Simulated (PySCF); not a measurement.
## Ne²⁺: ionisation energy

Ne²⁺ [He] 2s2 2p4 (3P) → Ne³⁺ [He] 2s2 2p3 (4S), as a difference of total energies. All numbers are calculated (PySCF 2.14, the spin-free X2C one-electron Hamiltonian (Gaussian nucleus), in dyall-av3z (15s9p3d2f, 71 functions)). Correlated levels: valence: 1s2 frozen; virtual orbitals above 40 to 60 times the deepest correlated orbital energy dropped. The calculations carry no spin-orbit coupling.

| method | ionisation energy (eV) |
| --- | --- |
| UHF | 61.809 |
| LDA | 63.632 |
| PBE | 63.874 |
| PBE0 | 63.721 |
| r2SCAN | 63.608 |
| BLYP | 63.998 |
| r2SCANh | 63.567 |
| M06-2X | 63.386 |
| LC-wPBE | 64.036 |
| MP2 (valence) | 63.040 |
| SCS-MP2 (valence) | 63.151 |

A first-order spin-orbit estimate (lowest level to lowest level, LS coupling) adds 0.038 eV.

Errors of the correlated levels include the incompleteness of this basis and the frozen core.

Task: Which method comes closest to the reference value, and which is furthest?

Result: The reference is 63.423 eV (measured; NIST Atomic Spectra Database, ionization energies). Closest: M06-2X (error 0.001 eV); furthest: UHF (error -1.576 eV), both after the spin-orbit estimate.
